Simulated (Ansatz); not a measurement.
Ansatz (a quantum-chemistry and plane-wave program) input (B3LYP-D3(BJ)/def2-TZVP):

Ansatz 0.2 input:
```yaml
crystal:
  periodic: [false, false, false]
  atoms:
    - {symbol: In, position_ang: [-1.99357899, -0.02007435, 0.01750946]}
    - {symbol: O, position_ang: [0.00619372, 0.02101777, 0.00726188]}
    - {symbol: In, position_ang: [2.00605413, 0.06151604, -0.00386435]}
basis:
  gaussian:
    orbitals: def2-TZVP
hamiltonian:
  xc: b3lyp
  dispersion: d3bj
relax: {f_tol: 0.002, max_steps: 150}
```

Output:

```
Functional definition: B3LYP
integrals: 0.06 GiB planned
1081 factors; their error is unknown
mean field: 0.50 GiB planned
mean field evaluation 1: about -12388.9345 eV, gradient 8.3e1 eV
mean field evaluation 2: about -12194.4908 eV, gradient 2.0e2 eV
mean field evaluation 4: about -12399.8671 eV, gradient 3.3e1 eV
mean field evaluation 8: about -12401.7077 eV, gradient 1.4e-1 eV
mean field evaluation 16: about -12401.7966 eV, gradient 1.4e-4 eV
mean field -12401.79656508 eV, -455.7576175271 hartree, gradient 1.4e-5 eV, S^2 0.000000; 0 other end points of the search recorded, 0 dependent functions left out
the calculation of the forces begins
reference -12401.79678097 eV, -455.7576254607 hartree; 25, 25 occupied and 106, 106 virtual orbitals, 1081 factors
relax step   1: F+E_penalty+E_count = -12401.97198565 eV  Δ(F+E_penalty+E_count) = +0.000e0 eV  max|allowed force component| = 2.954e-1 eV/Å  Δτ_max = 0.0000 Å  (32 SCF iters, accepted)
these checks for a lower state are left out or cut short: starts, cluster_reference, orbital_swaps, neighbouring_geometries, increment
integrals: 0.06 GiB planned
1081 factors; their error is unknown
mean field: 0.50 GiB planned
mean field -12401.80205998 eV, -455.7578194610 hartree, gradient 1.1e-5 eV, S^2 0.000000; 0 other end points of the search recorded, 0 dependent functions left out
the calculation of the forces begins
reference -12401.80227608 eV, -455.7578274025 hartree; 25, 25 occupied and 106, 106 virtual orbitals, 1081 factors
relax step   2: F+E_penalty+E_count = -12401.97664312 eV  Δ(F+E_penalty+E_count) = -4.657e-3 eV  max|allowed force component| = 3.156e-2 eV/Å  Δτ_max = 0.0144 Å  (33 SCF iters, accepted)
these checks for a lower state are left out or cut short: starts, cluster_reference, orbital_swaps, neighbouring_geometries, increment
integrals: 0.06 GiB planned
1081 factors; their error is unknown
mean field: 0.50 GiB planned
mean field evaluation 32: about -12401.8022 eV, gradient 5.7e-5 eV
mean field -12401.80222239 eV, -455.7578254292 hartree, gradient 1.0e-5 eV, S^2 0.000000; 0 other end points of the search recorded, 0 dependent functions left out
the calculation of the forces begins
reference -12401.80243851 eV, -455.7578333717 hartree; 25, 25 occupied and 106, 106 virtual orbitals, 1081 factors
relax step   3: F+E_penalty+E_count = -12401.97669914 eV  Δ(F+E_penalty+E_count) = -5.603e-5 eV  max|allowed force component| = 3.307e-4 eV/Å  Δτ_max = 0.0018 Å  (33 SCF iters, accepted)
integrals: 0.06 GiB planned
1081 factors; their error is unknown
mean field: 0.50 GiB planned
mean field -12401.80222239 eV, -455.7578254292 hartree, gradient 1.0e-5 eV, S^2 0.000000; 1 other end points of the search recorded, 0 dependent functions left out
the calculation of the forces begins
reference -12401.80243851 eV, -455.7578333717 hartree; 25, 25 occupied and 106, 106 virtual orbitals, 1081 factors
Total energy: -12401.97691527 eV, -455.7642452742 hartree
Atom 0 at    -2.009767    -0.020393     0.017614 Å, force    -0.000331     0.000017     0.000036 eV/Å
Atom 1 at     0.006220     0.020994     0.007226 Å, force     0.000036    -0.000046    -0.000069 eV/Å
Atom 2 at     2.022216     0.061858    -0.003933 Å, force     0.000295     0.000029     0.000033 eV/Å
Dipole moment:     0.000005    -0.000082    -0.000121 e Å
```
